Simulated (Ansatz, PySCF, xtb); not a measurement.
Reaction (SMILES): [F][Ge]([I])([I])[I] [fluoro(triiodo)germane] + 4 [H][H] (H2) → F (HF) + [GeH4] (GeH4) + 3 I (HI)
Structures are relaxed separately at B3LYP-D3(BJ)/def2-TZVP in Ansatz (a first-principles code). Frequencies are from Ansatz or PySCF.

Wanted: energy of full hydrogenation (enthalpy at 298 K, with B3LYP-D3(BJ) rigid-rotor harmonic-oscillator terms), in eV. Valence correlation only, unless marked. Spin-orbit coupling is left out. The frozen core is the preceding noble-gas configuration, with the filled d and f shells of earlier blocks. Past Kr the def2 sets carry scalar-relativistic core potentials. Basis-set limits of correlation are two-point, X^-3; Hartree-Fock from the larger set.

```tsv
level	program	energy of full hydrogenation (eV)
GFN2-xTB	xtb	2.61
PBE-D3(BJ)/def2-TZVPD	Ansatz + dftd3	___
B3LYP-D4/def2-TZVPD	Ansatz + dftd4	___
PBE0-D3(BJ)/def2-TZVP	Ansatz + dftd3	___
r2SCAN0-D4/def2-TZVPD	Ansatz + dftd4	2.51
CCSD(T)/CBS(def2-TZVPPD,def2-QZVPPD)	Ansatz	2.56
```

Question: Some entries are withheld; supply them.

Answer: 
- PBE-D3(BJ)/def2-TZVPD, energy of full hydrogenation (eV): 2.54
- B3LYP-D4/def2-TZVPD, energy of full hydrogenation (eV): 2.59
- PBE0-D3(BJ)/def2-TZVP, energy of full hydrogenation (eV): 2.49
